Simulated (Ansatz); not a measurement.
Ideal-gas functions of `[Cl][Ga][Br]` radical at 800 K and 1 bar, from an Ansatz frequency run at PBE0-D4/def2-TZVP.

Molar mass 185.08 g/mol, point group Cs (symmetry number 1), electronic degeneracy 2, moments of inertia 50.503, 401.084, 451.587 u Å². Harmonic wavenumbers (cm⁻¹, unscaled): 97, 278, 401.

Use S(trans) = R[1.5 ln M + 2.5 ln T − 1.1517]; rotational temperatures θ = 24.2544 K / I; S(rot) = R[ln(√π/σ · √(T³/θAθBθC)) + 1.5]; for each mode x = 1.438777 ν̃/T, S = R[x/(eˣ − 1) − ln(1 − e⁻ˣ)] and H = RT x/(eˣ − 1); 1 cm⁻¹ = 0.0119627 kJ/mol; R = 8.31446 J/(mol·K).

Task: By hand: the entropy, in J/(mol·K).

Result: Translation 194.5. Rotation: θ = 0.4803, 0.0605, 0.0537 K, giving 127.5. Vibration, mode by mode: 22.84, 14.16, 11.21, in all 48.2. Electronic 5.8. Sum 376.0 J/(mol·K).

Task: By hand: H − E and G − E in kJ/mol, counted from the electronic energy.

Result: Zero-point energy ½ × 776 × 0.0119627 = 4.6; thermal vibration 15.8; translation, rotation and pV give 4 RT = 26.6. H − E = 47.0 kJ/mol, and G − E = 47.0 − 800 × 376.0/1000 = -253.8 kJ/mol.

Vibration gives 13 % of the entropy, 22.8 J/(mol·K) of it from the mode under 150 cm⁻¹: soft modes count most, and the harmonic formula is weakest for them.
